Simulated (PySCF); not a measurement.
Computed shifts of a molecule CHF2NOSi, PBE/pcSseg-1 (PySCF), GIAO, gas phase, atoms alike by connectivity averaged where their shifts nearly agree, in ppm (number of nuclei): ²⁹Si: -73.3 (1). ¹⁹F: -159.1 (2). ¹⁵N: 58.1 (1). ¹³C: 120.3 (1). ¹H: 4.98 (1). References: ²⁹Si against TMS (σ = 335.4 ppm); ¹⁹F against CFCl3 (σ = 133.6 ppm); ¹⁵N against NH3 (σ = 267.0 ppm); ¹³C against TMS (σ = 182.0 ppm); ¹⁷O against H2O (σ = 334.3 ppm); ¹H against TMS (σ = 31.49 ppm), references at their B3LYP-D3(BJ)/def2-TZVP geometries, non-relativistic. Coordinates come from a B3LYP-D3(BJ)/def2-SVP optimisation. One conformer was computed; it need not be the lowest.

Problem. Which structure fits?
A. F[Si]1(F)N=CO1
B. N#CO[SiH](F)F
C. O=C=N[SiH](F)F

Solution. C, O=C=N[SiH](F)F
